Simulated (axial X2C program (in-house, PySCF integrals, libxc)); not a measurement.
Outer orbitals of GaMo at 2.751 Å, PBE0

Calculated with an in-house relativistic program for diatomic molecules. Spin-free means the one-electron spin-free X2C Hamiltonian; two-component (2c) means X2C with spin–orbit coupling and atomic mean-field two-electron Coulomb and Gaunt terms, so the difference of the two also holds small scalar two-electron terms. Basis: Mo dyall-cv3z [11s12p9d5f3g], Ga dyall-cv3z [9s9p7d4f1g] (cores contracted in-house); Gaussian nuclei, density fitting, unrestricted open shells. Masses: Mo 97.905 u, Ga 68.926 u.

The distance is close to the 2c PBE0 minimum; the highest filled and lowest empty levels are listed.

Spin-free orbitals, state M_S = 5/2, Λ = 0 (beyond evenly filled blocks: σα, π+α, π-α, δ+α, δ-α) (Löwdin shares):

```json
{"symmetry": "δ-α", "occupied": "yes", "ε (eV)": "-22.19", "atomic character": "100% Ga d"}
{"symmetry": "δ+α", "occupied": "yes", "ε (eV)": "-22.19", "atomic character": "100% Ga d"}
{"symmetry": "δ-β", "occupied": "yes", "ε (eV)": "-22.17", "atomic character": "100% Ga d"}
{"symmetry": "δ+β", "occupied": "yes", "ε (eV)": "-22.17", "atomic character": "100% Ga d"}
{"symmetry": "π+β", "occupied": "yes", "ε (eV)": "-22.00", "atomic character": "100% Ga d"}
{"symmetry": "π-β", "occupied": "yes", "ε (eV)": "-22.00", "atomic character": "100% Ga d"}
{"symmetry": "π-α", "occupied": "yes", "ε (eV)": "-21.98", "atomic character": "100% Ga d"}
{"symmetry": "π+α", "occupied": "yes", "ε (eV)": "-21.98", "atomic character": "100% Ga d"}
{"symmetry": "σβ", "occupied": "yes", "ε (eV)": "-21.95", "atomic character": "100% Ga d"}
{"symmetry": "σα", "occupied": "yes", "ε (eV)": "-21.92", "atomic character": "100% Ga d"}
{"symmetry": "σα", "occupied": "yes", "ε (eV)": "-10.06", "atomic character": "66% Ga s, 12% Mo d, 10% Mo p"}
{"symmetry": "σβ", "occupied": "yes", "ε (eV)": "-10.03", "atomic character": "70% Ga s, 11% Mo p, 9% Mo d"}
{"symmetry": "π+α", "occupied": "yes", "ε (eV)": "-5.96", "atomic character": "93% Mo d, 5% Ga p"}
{"symmetry": "π-α", "occupied": "yes", "ε (eV)": "-5.96", "atomic character": "93% Mo d, 5% Ga p"}
{"symmetry": "δ-α", "occupied": "yes", "ε (eV)": "-5.96", "atomic character": "100% Mo d"}
{"symmetry": "δ+α", "occupied": "yes", "ε (eV)": "-5.96", "atomic character": "100% Mo d"}
{"symmetry": "σα", "occupied": "yes", "ε (eV)": "-5.77", "atomic character": "84% Mo d, 8% Mo s, 4% Ga s"}
{"symmetry": "σα", "occupied": "yes", "ε (eV)": "-4.97", "atomic character": "52% Mo s, 33% Ga p, 6% Ga s"}
{"symmetry": "σβ", "occupied": "yes", "ε (eV)": "-4.24", "atomic character": "68% Ga p, 18% Mo s, 9% Mo d"}
{"symmetry": "π-β", "occupied": "no", "ε (eV)": "-2.03", "atomic character": "66% Ga p, 22% Mo d, 10% Mo p"}
{"symmetry": "π+β", "occupied": "no", "ε (eV)": "-2.03", "atomic character": "66% Ga p, 22% Mo d, 10% Mo p"}
{"symmetry": "π-α", "occupied": "no", "ε (eV)": "-1.87", "atomic character": "56% Ga p, 36% Mo p, 6% Mo d"}
{"symmetry": "π+α", "occupied": "no", "ε (eV)": "-1.87", "atomic character": "56% Ga p, 36% Mo p, 6% Mo d"}
```

Spinors with spin–orbit coupling (state Ω = 5/2):

| ω | occupied | ε (eV) | atomic character | λ mixture |
| --- | --- | --- | --- | --- |
| -3/2 | yes | -22.43 | 100% Ga d | 90% δ, 10% π |
| 3/2 | yes | -22.41 | 100% Ga d | 90% δ, 10% π |
| 1/2 | yes | -22.24 | 100% Ga d | 68% π, 32% σ |
| -1/2 | yes | -22.24 | 100% Ga d | 63% π, 37% σ |
| 5/2 | yes | -22.02 | 100% Ga d | 100% δ |
| -5/2 | yes | -22.01 | 100% Ga d | 100% δ |
| -3/2 | yes | -21.86 | 100% Ga d | 90% π, 10% δ |
| 3/2 | yes | -21.84 | 100% Ga d | 90% π, 10% δ |
| -1/2 | yes | -21.80 | 100% Ga d | 63% σ, 37% π |
| 1/2 | yes | -21.79 | 100% Ga d | 68% σ, 32% π |
| 1/2 | yes | -10.05 | 66% Ga s, 12% Mo d, 10% Mo p | 100% σ |
| -1/2 | yes | -10.03 | 70% Ga s, 11% Mo p, 9% Mo d | 100% σ |
| -3/2 | yes | -6.04 | 100% Mo d | 100% δ |
| -1/2 | yes | -6.01 | 93% Mo d, 5% Ga p | 100% π |
| 3/2 | yes | -5.92 | 93% Mo d, 5% Ga p | 100% π |
| 5/2 | yes | -5.88 | 100% Mo d | 100% δ |
| 1/2 | yes | -5.77 | 84% Mo d, 8% Mo s, 4% Ga s | 100% σ |
| 1/2 | yes | -4.97 | 52% Mo s, 33% Ga p, 6% Ga s | 100% σ |
| -1/2 | yes | -4.24 | 68% Ga p, 18% Mo s, 9% Mo d | 100% σ |
| 1/2 | no | -2.06 | 66% Ga p, 22% Mo d, 9% Mo p | 100% π |
| -3/2 | no | -1.99 | 66% Ga p, 22% Mo d, 10% Mo p | 100% π |
| -1/2 | no | -1.90 | 56% Ga p, 36% Mo p, 6% Mo d | 100% π |
| 3/2 | no | -1.83 | 56% Ga p, 36% Mo p, 6% Mo d | 100% π |

Question: How does the gap between the highest filled and lowest empty level change from the spin-free to the 2c table?

Answer: From 2.21 to 2.18 eV at PBE0, a change of -0.03 eV.

Mulliken charges and populations of the two-component result (they depend on the basis, above all on diffuse functions):

Mo -0.07 e (s 9.06 p 18.08 d 14.93 f 0.01), Ga 0.07 e (s 7.90 p 13.01 d 10.02). ⟨Lz⟩ = 0.00 ħ and ⟨Sz⟩ = 2.50 ħ (2.65 and -0.15 on the two atoms), which add up to Ω.

The state is one determinant whose occupation by symmetry is held fixed; it was picked as the lowest of a PBE0 search that is not exhaustive. Density functionals use the spin component along the axis (collinear). PBE0 can misorder states that lie within some tenths of an eV, so this need not be the ground state of the molecule. The nearest other spin-free determinant of the search, M_S = 5/2, Λ = 1, lies 0.46 eV up at the distance of the search. With several unpaired electrons one determinant need not be a pure state. This is the top spin component of a Σ state; components of lower Ω are not single determinants and can lie lower. The determinant is spin-polarised beyond a pure state at some levels (its spin-free form has ⟨S²⟩ too high), which makes Re and μ there less reliable.
